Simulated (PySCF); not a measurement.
# One molecule, several mistakes: BC2H6N

All numbers below are calculated, not measured. The program is PySCF 2.14.0, an open-source quantum chemistry code, run on an isolated molecule that a program drew, which may never have been made. The molecule is BC2H6N (charge 0, singlet), drawn as the SMILES string `CC=BN`.

Each row is a Hartree-Fock (HF) and frozen-core CCSD(T) single point in the cc-pVDZ basis, meant for a local HF minimum. Run 1 is clean. Each other run has one planted mistake out of seven kinds, and not every kind appears here: one electron removed, one electron added, multiplicity raised by two, geometry at a saddle point, minimal basis STO-3G, one bond length entered in bohr, all coordinates scaled. The reference is restricted for singlets and unrestricted otherwise, and also for a bond in bohr. Adding or removing an electron swaps singlet and doublet. Electrons count all cores. HOMO and LUMO are orbital energies over both spins, the gradient is its largest component, and the lowest frequency (negative if imaginary) is given only where the gradient is small. Bond lengths are over the 9 bonds as drawn. T1 is the CCSD diagnostic: over 0.02 (restricted) or 0.045 (unrestricted) a single reference is doubtful.

Geometry of the clean run:
```xyz
10
BC2H6N, angstrom
C    -0.8016    1.7232    0.0076
C     0.4383    1.0350   -0.5160
B     0.5224   -0.2231   -1.1033
N     0.6260   -1.4580   -1.6838
H    -0.9811    2.6730   -0.5061
H    -0.7155    1.9486    1.0754
H    -1.6951    1.1086   -0.1238
H     1.3685    1.5914   -0.4201
H     0.5393   -1.6022   -2.6687
H     0.7950   -2.2909   -1.1585
```

```
run,electrons,basis functions,<S^2>,HOMO (eV),LUMO (eV),gradient (hartree/bohr),lowest frequency (cm^-1),mean bond (Å),longest bond (Å),T1,HF (hartree),CCSD(T) (hartree),mistake
1,30,86,0.000,-7.77,4.45,3.2e-05,175,1.1821,1.512,0.0121,-158.36176,-158.94912,no fault
2,31,86,0.796,3.10,9.35,7.8e-02,-,1.1821,1.512,0.0575,-158.21710,-158.82597,one electron added
3,30,86,0.000,-7.88,4.86,1.3e-01,-,1.0687,1.367,0.0096,-158.24195,-158.80606,all coordinates scaled
4,30,86,0.809,-7.58,2.94,2.0e-02,-,1.2897,2.056,0.0552,-158.23408,-158.81741,?
5,29,86,0.757,-16.79,-5.27,1.0e-01,-,1.1821,1.512,0.0153,-158.12619,-158.66958,?
```

**Which mistake was planted in run 4, and what did it cost?**

The mean bond changes by a factor of 1.091 and the longest by 1.360, so the molecule wasn't scaled as a whole. A length L in bohr read as angstrom grows by (1/0.5292 - 1) L = 0.890 L. The 9 bonds together grew by 9 x 0.1076 = 0.968 Å, which gives L = 1.088 Å. That is the length of one of the C-H bonds, 1.088 Å in the clean geometry. So the mistake is: one bond length entered in bohr. Subtracting run 1 and multiplying by 627.51 kcal/mol a hartree, the energy moved by 80.1 kcal/mol in HF and 82.6 kcal/mol in CCSD(T).

**Which mistake was planted in run 5, and what did it cost?**

It counts 29 electrons, one fewer than the clean run, at the same geometry and basis. So the mistake is: one electron removed. Subtracting run 1 and multiplying by 627.51 kcal/mol a hartree, the energy moved by 147.8 kcal/mol in HF and 175.4 kcal/mol in CCSD(T).

Cautions from the logs. Run 2: T1 is over the limit, so its CCSD(T) energy is less reliable and the HOMO is above zero, so the electron isn't bound and the energy depends on the basis; run 4: T1 is over the limit, so its CCSD(T) energy is less reliable.
